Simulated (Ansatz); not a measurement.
Ansatz (a quantum-chemistry and plane-wave program) input:

Ansatz 0.2 input:
```yaml
crystal:
  periodic: [false, false, false]
  atoms:
    - {symbol: Ge, position_ang: [-0.00263055, -0.00149746, 0.06746787]}
    - {symbol: H, position_ang: [0.01752085, -1.13988723, -1.10627570]}
    - {symbol: H, position_ang: [0.06665674, 1.18780607, -1.05269626]}
basis:
  gaussian:
    orbitals: def2-TZVPD
hamiltonian:
  xc: {name: wB97X-V}
total_charge: -1
magnetization: {spin_polarized: true, initial_magnetization: 1}
output: {forces: true}
```

### Question
Which total energy does the run end on?

### Answer
-2077.97989 Eh (wB97X-V/def2-TZVPD). The basis has 72 functions.
